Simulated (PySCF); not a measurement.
2-bromopropane (C3H7Br), SMILES CC(C)Br.

Geometry optimised at B3LYP-D3(BJ)/def2-SVP.

Two levels are set side by side: PBE/def2-TZVP (PySCF) and r2SCAN/def2-TZVP (PySCF). Same geometry, gas phase. Differences are taken from unrounded values.

| quantity | PBE |
|---|---|
| orbital gap (eV) | 5.41 |
| highest occupied level (eV) | -6.49 |
| lowest empty level (eV) | -1.08 |
| dipole moment (D) | 2.27 |
| mean polarisability (bohr³) | 59.9 |

Question: These are the PBE values. What does r2SCAN give? (The exact figures need the calculation; the answer reports its results.)

Answer: 
```json
[
 {"quantity": "orbital gap (eV)", "r2SCAN": "5.97", "PBE minus r2SCAN": "-0.55"},
 {"quantity": "highest occupied level (eV)", "r2SCAN": "-6.79", "PBE minus r2SCAN": "0.30"},
 {"quantity": "lowest empty level (eV)", "r2SCAN": "-0.82", "PBE minus r2SCAN": "-0.25"},
 {"quantity": "dipole moment (D)", "r2SCAN": "2.42", "PBE minus r2SCAN": "-0.15"},
 {"quantity": "mean polarisability (bohr³)", "r2SCAN": "58.6", "PBE minus r2SCAN": "1.3"}
]
```

Rough cost on one machine, each run with all the roots and properties that it gave: r2SCAN against PBE about 3 times.
